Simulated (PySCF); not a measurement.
## Exercise with solution: oscillator strength and radiative lifetime

1,1-dichloro-3-fluoropropa-1,2-diene (C3HCl2F), SMILES FC=C=C(Cl)Cl.

Geometry: PBE0-D3(BJ)/def2-SVP.

TDA-B3LYP/def2-SVPD (PySCF) puts the first singlet state with f over 0.02 at 6.71 eV (vertical), with the transition dipole (0.990, -0.127, 0.000) in atomic units.

Problem. Find the oscillator strength, the wavelength and the radiative lifetime that this transition would have in vacuum if emission retraced absorption.

Solution. 
|μ|² = 0.9962 au, so |μ| = 2.54 D. ΔE = 6.71/27.211 = 0.2466 hartree. f = (2/3) ΔE |μ|² = 0.164 (the program prints 0.164).
λ = 1239.84/6.71 = 185 nm; ν = 54120 cm⁻¹.
Einstein's coefficient A = 0.6670 ν² f s⁻¹ (ν in cm⁻¹) = 3.2e8 s⁻¹, so τ = 1/A = 3.1 ns. This state is S7; the lower singlets have f = 0.000, 0.000, 0.018, 0.011, 0.000, 0.000. The figure is the radiative limit of this one transition; relaxation, internal conversion, crossing to triplets and a medium change what is measured.
